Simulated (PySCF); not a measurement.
Al(Me)2 (C2H6Al), SMILES [CH3][Al+][CH3], charge +1. Atoms are numbered in the order given.

```xyz
9

Al     0.0000     0.0000     0.0000
C      0.0000     0.0000    -1.9140
H      0.8890     0.5132    -2.2938
H     -0.8890     0.5132    -2.2938
H      0.0000    -1.0265    -2.2938
C      0.0000     0.0000     1.9140
H      0.8890    -0.5132     2.2938
H     -0.8890    -0.5132     2.2938
H      0.0000     1.0265     2.2938
```
Charge +1, spin multiplicity 1.

Geometry optimised at TPSSh-D3(BJ)/def2-TZVP. The spin state was assumed, not searched. The isomer is the one that the SMILES or the coordinates give; other isomers of the formula were not compared.

All values below come from PBE/pcJ-1 (PySCF).

Isotropic couplings with Fermi-contact, spin-dipole and both spin-orbit terms, one fixed conformer, no vibrational averaging. Isotopes: 13C, 1H.

```
pair   bonds apart  J (Hz)
-----  -----------  ------
C2–H3            1   131.8
C2–H4            1   131.8
C2–H5            1   131.8
C6–H7            1   131.8
C6–H8            1   131.8
C6–H9            1   131.8
C2–C6            2     [?]
H3–H4            2     [?]
H3–H5            2     [?]
H4–H5            2     [?]
H7–H8            2     [?]
H7–H9            2     [?]
H8–H9            2     [?]
H3–H8            4    -0.6
H4–H7            4    -0.6
H5–H9            4    -0.6
```

Question: Fill in the missing entries. (An estimate is asked for; the answer gives what the named calculation found.)

Answer: 
- C2–C6, J (Hz): 6.8
- H3–H4, J (Hz): -14.4
- H3–H5, J (Hz): -14.4
- H4–H5, J (Hz): -14.4
- H7–H8, J (Hz): -14.4
- H7–H9, J (Hz): -14.4
- H8–H9, J (Hz): -14.4
